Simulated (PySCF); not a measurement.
Molfile (atoms numbered from 1):
```
C3H10BNO2
     RDKit          3D

 17 16  0  0  0  0  0  0  0  0999 V2000
   -1.6398    0.8100    0.9466 C   0  0  0  0  0  0  0  0  0  0  0  0
   -0.6773    0.0231    0.2643 O   0  0  0  0  0  0  0  0  0  0  0  0
   -1.2087   -1.0736   -0.4570 C   0  0  0  0  0  0  0  0  0  0  0  0
    0.5594    0.8624   -0.4820 B   0  0  0  0  0  0  0  0  0  0  0  0
    1.6765   -0.1125   -0.6327 N   0  0  0  0  0  0  0  0  0  0  0  0
    2.4676   -0.5425    0.3876 C   0  0  0  0  0  0  0  0  0  0  0  0
    2.2843   -0.3200    1.5616 O   0  0  0  0  0  0  0  0  0  0  0  0
   -2.2499    0.1540    1.5839 H   0  0  0  0  0  0  0  0  0  0  0  0
   -1.0838    1.5256    1.5614 H   0  0  0  0  0  0  0  0  0  0  0  0
   -2.2807    1.3472    0.2281 H   0  0  0  0  0  0  0  0  0  0  0  0
   -1.7471   -1.7368    0.2355 H   0  0  0  0  0  0  0  0  0  0  0  0
   -1.8822   -0.7226   -1.2565 H   0  0  0  0  0  0  0  0  0  0  0  0
   -0.3532   -1.6030   -0.8912 H   0  0  0  0  0  0  0  0  0  0  0  0
    0.7436    1.7545    0.3201 H   0  0  0  0  0  0  0  0  0  0  0  0
    0.0842    1.1956   -1.5589 H   0  0  0  0  0  0  0  0  0  0  0  0
    1.9741   -0.4048   -1.5549 H   0  0  0  0  0  0  0  0  0  0  0  0
    3.3357   -1.1592    0.0357 H   0  0  0  0  0  0  0  0  0  0  0  0
  1  2  1  0
  2  3  1  0
  2  4  1  0
  4  5  1  0
  5  6  1  0
  6  7  2  0
  1  8  1  0
  1  9  1  0
  1 10  1  0
  3 11  1  0
  3 12  1  0
  3 13  1  0
  4 14  1  0
  4 15  1  0
  5 16  1  0
  6 17  1  0
M  CHG  2   2   1   4  -1
M  END
```

PySCF 2.14.0 with density-fitted response routines calculation with PBE0/pcSseg-1 with gauge-including orbitals and PBE0-D3(BJ)/def2-SVP structure; averaged over atoms made equivalent by symmetry, fast rotation or ring inversion, single conformer, relativity neglected, no solvent.

Referencing at the same level of theory: $^{13}$C and $^{1}$H against TMS; $^{17}$O against H2O; $^{11}$B vs BF3·OEt2; $^{15}$N vs NH3.

```tsv
atoms	nucleus	count	Hirshfeld charge	δ (ppm)
B4	$^{11}$B	1	0.03	?
O2	$^{17}$O	1	0.01	20.7
H8/H9/H10/H11/H12/H13	$^{1}$H	6	0.06	3.40
H16	$^{1}$H	1	0.12	4.50
N5	$^{15}$N	1	-0.18	?
C6	$^{13}$C	1	0.13	165.4
H14/H15	$^{1}$H	2	-0.09	?
O7	$^{17}$O	1	-0.29	457.8
C1/C3	$^{13}$C	2	-0.01	61.1
H17	$^{1}$H	1	0.03	8.25
```

**Question.** Fill in the missing shifts.

**Answer.** 
- H14/H15: 3.08 ppm, hydrogen on a boron bonded to N, O
- B4: 1.1 ppm, boron bonded to N, O, 2 H
- N5: 149.7 ppm, amide-type nitrogen

The OH or NH signal is concentration- and solvent-dependent in practice; the value given is the gas-phase one. Hydrogens on boron are broadened and split by $^{11}$B (spin 3/2, 80 %) and 10B (spin 3). Shifts are as computed. Against solution values, carbons near 30 ppm lie about +2 ppm off and those near 130 ppm about +5 ppm. Of 1211 compounds with measured shifts, 218 miss one by over three times the rms of a fit or turn the order of signals round; such compounds aren't used in these exercises. Hydrogen bonding in solution shields acid and N–H amide carbonyl oxygens by tens of ppm. Hydrogen bonding in solution deshields acid and N–H amide carbonyl carbons by as much as 10 ppm beyond these values. Unscaled 17O shifts of doubly bonded oxygen tend to come out too high, by tens of ppm or more. Experimental scales use liquid or dissolved standards, which lie at an offset from isolated NH3 (liquid NH3: subtract about 20 ppm) and H2O (liquid H2O: subtract about 36 ppm).
